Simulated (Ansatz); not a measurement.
One change: `C[S][Ga]([F])[F]` becomes `C[S][In]([F])[F]`.

Ansatz, PBE0-D4/def2-TZVP geometries, multiplicity 1. Each molecule was computed in one conformer, which needn't be the lowest.

Elements past krypton have def2 core potentials. Scalar relativity is left out up to krypton.

```csv
property,`C[S][Ga]([F])[F]`
HOMO–LUMO gap (ωB97M-V/def2-TZVPP) / eV,10.50
HOMO energy (PBE0/def2-TZVPP) / eV,-7.88
LUMO energy (ωB97M-V/def2-TZVPP) / eV,0.44
HOMO–LUMO gap (PBE/def2-TZVPP) / eV,4.24
HOMO–LUMO gap (PBE0/def2-TZVPP) / eV,6.43
zero-point energy (PBE0-D4/def2-TZVP) / kJ/mol,113.7
```

(1) What does the change do to each property? (An estimate is asked.)

## Answers

(1) Computed: 
```csv
property,`C[S][In]([F])[F]`,shift
HOMO–LUMO gap (ωB97M-V/def2-TZVPP) / eV,9.51,-0.99
HOMO energy (PBE0/def2-TZVPP) / eV,-7.84,0.04
LUMO energy (ωB97M-V/def2-TZVPP) / eV,-0.51,-0.95
HOMO–LUMO gap (PBE/def2-TZVPP) / eV,3.29,-0.95
HOMO–LUMO gap (PBE0/def2-TZVPP) / eV,5.41,-1.02
zero-point energy (PBE0-D4/def2-TZVP) / kJ/mol,111.4,-2.3
```
